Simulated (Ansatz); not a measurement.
# CH2Se (methaneselone): the vertical energy of the triplet above the singlet from total energies

CH2Se: 4 atoms, total charge 0, spin state singlet. SMILES: `C=[Se]`. The coordinates come from a PBE0-D4/def2-TZVP relaxation.

Both states at this one shape; open shells run unrestricted unless said. 1 Eh = 27.2114 eV.

| level | program | singlet CH2Se (Eh) | triplet CH2Se (Eh) |
| --- | --- | --- | --- |
| BHLYP/STO-3G | Ansatz | -2413.727712 | -2413.681152 |
| wB97M-V/def2-TZVPP | Ansatz | -2440.675580 | -2440.621509 |
| B2PLYP/def2-TZVPP, 10 core orbitals frozen | Ansatz | -2440.420623 | -2440.363390 |

Problem. Work out the vertical gap, second state less first, at each level.

Solution. 
1. BHLYP/STO-3G: -2413.681152 − (-2413.727712) = 0.046560 Eh = 1.27 eV.
2. wB97M-V/def2-TZVPP: -2440.621509 − (-2440.675580) = 0.054071 Eh = 1.47 eV.
3. B2PLYP/def2-TZVPP: -2440.363390 − (-2440.420623) = 0.057233 Eh = 1.56 eV.

No measured value is set beside it here; the levels span 1.27 to 1.56 eV. Spin-orbit coupling, which splits open shells on such heavy atoms by tenths of an eV, is left out. Minimal sets are far from the basis-set limit. All-electron rows are non-relativistic unless named.
